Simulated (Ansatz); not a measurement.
Reaction (formal exchange of groups at a B–C bond): `BCB(C)F` + `C[SiH](O)F` → `BC[SiH](O)F` + `CB(C)F`

Computed with Ansatz on PBE0-D4/def2-TZVP structures; ΔE is electronic, products minus reactants. CBS: MP2 limit from def2 TZ/QZ plus the TZ coupled-cluster correction, frozen cores. Functionals use def2-TZVPP. Each species was taken in one conformer, which may not be the lowest.

Problem. Is it downhill or uphill in electronic energy at CCSD(T)/CBS, and by how much? (An estimate is asked.)

Solution. Ansatz gave: Nearly level: ΔE = -1.8 kJ/mol.

Problem. What do these levels give: r2SCAN-D4, PBE0-D4, ωB97X-V, r2SCAN, PBE0, CCSD/CBS(def2)? (Best estimate.)

Solution. The calculation gave: r2SCAN-D4 -2.2, PBE0-D4 -2.4, ωB97X-V -2.0, r2SCAN -2.1, PBE0 -2.1, CCSD/CBS(def2) -1.8 kJ/mol.

Largest T1 diagnostic among the species: 0.012.
